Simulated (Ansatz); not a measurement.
One change: `O=CB(S)Cl` becomes `CNB(S)C=O`.

Ansatz, PBE0-D4/def2-TZVP geometries, multiplicity 1. Each molecule was computed in one conformer, which needn't be the lowest.

| property | `O=CB(S)Cl` |
| --- | --- |
| size of the dipole moment (ωB97M-V/def2-TZVPP) / D | 2.82 |
| LUMO energy (ωB97M-V/def2-TZVPP) / eV | -0.69 |
| HOMO energy (ωB97M-V/def2-TZVPP) / eV | -9.91 |
| HOMO energy (PBE/def2-TZVPP) / eV | -5.98 |
| HOMO–LUMO gap (ωB97M-V/def2-TZVPP) / eV | 9.22 |
| size of the dipole moment (PBE/def2-TZVPP) / D | 2.67 |

**Question.** Give the same properties after the change, and the shifts. (An estimate is asked.)

**Answer.** The calculation gave: 
| property | `CNB(S)C=O` | shift |
| --- | --- | --- |
| size of the dipole moment (ωB97M-V/def2-TZVPP) / D | 3.92 | 1.10 |
| LUMO energy (ωB97M-V/def2-TZVPP) / eV | 0.42 | 1.11 |
| HOMO energy (ωB97M-V/def2-TZVPP) / eV | -9.41 | 0.50 |
| HOMO energy (PBE/def2-TZVPP) / eV | -5.59 | 0.39 |
| HOMO–LUMO gap (ωB97M-V/def2-TZVPP) / eV | 9.83 | 0.61 |
| size of the dipole moment (PBE/def2-TZVPP) / D | 3.91 | 1.24 |

With PBE0 the HOMO rises by 0.40 eV and the LUMO rises by 1.08 eV, so the gap widens by about 0.68 eV. PBE moves the HOMO by 0.39 eV and ωB97M-V by 0.50 eV. Dipoles are sizes alone; their direction can turn.
